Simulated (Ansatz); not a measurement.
System: sum formula BSiH₃F₂, charge 0, multiplicity 1. 
Coordinates optimised at B3LYP-D3(BJ)/def2-TZVP (Ansatz, a first-principles code):
```
Si
H 1 1.4797
H 1 1.4822 2 109.58
H 1 1.4825 2 109.48 3 -119.01
B 1 2.0346 2 111.07 4 -120.32
F 5 1.3238 1 122.80 2 2.52
F 5 1.3250 6 116.13 1 -179.85
```

Total electronic energies in hartree. Correlated levels leave the core frozen unless marked. Spin-orbit coupling is left out. No relativistic terms. CBS(X,Y): correlation extrapolated as X^-3; Hartree-Fock from the larger set (for Q and 5 zeta extrapolated as (X+1)exp(-9√X)).

```
level                                        program  energy (Eh)
------------------------------------  --------------  -----------
HF/STO-3G                                     Ansatz   -507.90765
HF/aug-cc-pV(D+d)Z                            Ansatz   -514.37563
HF/aug-cc-pV(Q+d)Z                            Ansatz   -514.47894
HF/cc-pV(5+d)Z                                Ansatz   -514.48353
SVWN5/def2-TZVPD                              Ansatz   -513.32351
PBE/def2-TZVPD                                Ansatz   -515.65700
PBE-D4/def2-TZVPD                     Ansatz + dftd4   -515.66088
r2SCAN-D4/def2-TZVPD                  Ansatz + dftd4   -515.91769
PBE0-D3(BJ)/def2-TZVP                 Ansatz + dftd3   -515.69519
HSE06-D4/def2-TZVPD                   Ansatz + dftd4   -515.67927
CAM-B3LYP/def2-TZVPD                          Ansatz   -515.99253
LC-wPBE-D4/def2-TZVPD                 Ansatz + dftd4   -515.82859
B2PLYP-D3(BJ)/def2-TZVPD              Ansatz + dftd3   -515.79589
PBE-QIDH/def2-TZVPD                           Ansatz   -515.57991
MP2/cc-pVTZ                                   Ansatz   -515.17476
RI-MP2/aug-cc-pV(Q+d)Z                        Ansatz   -515.26936
CCSD/aug-cc-pV(D+d)Z                          Ansatz   -515.00054
CCSD/cc-pV(5+d)Z                              Ansatz   -515.30858
CCSD/CBS(cc-pV(Q+d)Z,cc-pV(5+d)Z)             Ansatz    -515.3306
CCSD(T)/STO-3G                                Ansatz   -508.06718
CCSD(T)/6-31G*                                Ansatz   -514.86373
CCSD(T)/aug-cc-pV(D+d)Z                       Ansatz   -515.01650
CCSD(T)/CBS(cc-pV(Q+d)Z,cc-pV(5+d)Z)          Ansatz    -515.3596
```

Totals of different functionals don't rank their quality; only differences between species are comparable.
